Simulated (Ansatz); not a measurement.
The cluster CuBr2⁻ (the lowest singlet isomer of a short search) was relaxed with PBE-D4 (def2-TZVPD) in Ansatz in these states: charge -1 singlet, charge -1 triplet. The geometries follow in no particular order.

A:

Cartesian coordinates in Å:
```
Cu 0.000 -0.001 0.001
Br 0.722 -1.668 -1.359
Br -0.722 1.668 1.358
```

B:

```xyz
3

Cu   -0.4524    0.8818    0.3823
Br   -0.6433   -1.4170    1.0315
Br    1.0957    0.5352   -1.4137
```

Problem. Judge from the bond lengths which geometry belongs to which state (an estimate).

Solution. A is the charge -1 singlet (Cu1–Br3 2.269 Å, Cu1–Br2 2.269 Å); B is the charge -1 triplet (Cu1–Br3 2.396 Å, Cu1–Br2 2.396 Å).

At PBE-D4/def2-TZVPD the highest occupied level of the charge -1 triplet lies above zero (up to 0.73 eV). It is a level of α spin, whose loss leaves a doublet; that state wasn't run at this geometry and level. The electron is either unbound and held by the finite basis, or the level is raised by self-interaction error. At PBE0-D4/def2-TZVPD a singlet lies 3.21 eV below the charge -1 triplet. These are the stationary points nearest to one start from a short search; other shapes may lie lower in each state.
